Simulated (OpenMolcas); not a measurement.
## Exact exchange and the HOMO–LUMO gap of Si4H10

Si4H10 has 14 atoms, charge 0, and is taken as a singlet. As SMILES, `[SiH3][SiH]([SiH3])[SiH3]`. Geometry: relaxed at PBE0-D4/def2-TZVP.

The HOMO–LUMO gap y, in eV, basis 6-31G(d); a is the functional's share of exact exchange. Programs: OpenMolcas 26.06.

| functional | program | a | y (eV) |
| --- | --- | --- | --- |
| PBE | OpenMolcas | 0 | 6.15 |
| BLYP | OpenMolcas | 0 | 6.17 |
| B3LYP | OpenMolcas | 0.2 | ? |
| PBE0 | OpenMolcas | 0.25 | 8.02 |
| BHLYP | OpenMolcas | 0.5 | 9.90 |

Problem. Fit y = c + s·a to the known rows and predict B3LYP.

Solution. 
1. Means of the 4 rows: a = 0.1875, y = 7.560.
2. Σ(Δa)² = 0.17188, Σ(Δa·Δy) = 1.285, so the slope is 1.285/0.17188 = 7.4761.
3. Intercept: 7.560 − (7.4761) × 0.1875 = 6.158. The largest residual of the fit is 0.012.
4. B3LYP: 6.158 + (7.4761) × 0.2 = 7.65 eV.

The run gave 7.66 eV, so the prediction is off by -0.01 eV, within the scatter of the fit. Exact exchange lowers occupied levels and raises empty ones.
